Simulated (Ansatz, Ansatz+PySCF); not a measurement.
```xyz
4

O     0.0000    0.0000   -0.1085
H     0.0000    0.0000    0.8679
O    29.9996   -0.1059   -0.0237
H    30.0032    0.8471    0.1892
```

Basis set: STO-3G (spherical functions). Frozen core: 2 orbitals. Charge 0, multiplicity 1.

Computed with Ansatz (development build ahead of 0.2.0); each method stands on the lowest determinant of its kind that the runs found.

(1) Give the atomization energy at this shape (free ground-state atoms in the same class of orbitals less the molecule, no zero-point energy) of singlet H2O2 in separate pieces by UHF-CCSD(T), UHF-MP2, UHF, RHF.

Results:

(1)

```tsv
method	atomization energy
UHF-CCSD(T)	6.39 eV
UHF-MP2	5.91 eV
UHF	5.04 eV
RHF	-6.76 eV
```

Caution for UHF-CCSD(T), UHF-MP2: bonds are stretched, where a single reference can fail. Caution for UHF-CCSD(T), UHF-MP2, UHF: the unrestricted determinant is a mixture of spin states. Caution for RHF: an unrestricted determinant lies well below; the molecule lies well above its atoms at this level.

This basis has no polarisation functions and is too small for such energies, which can lie far from measured ones in either direction.
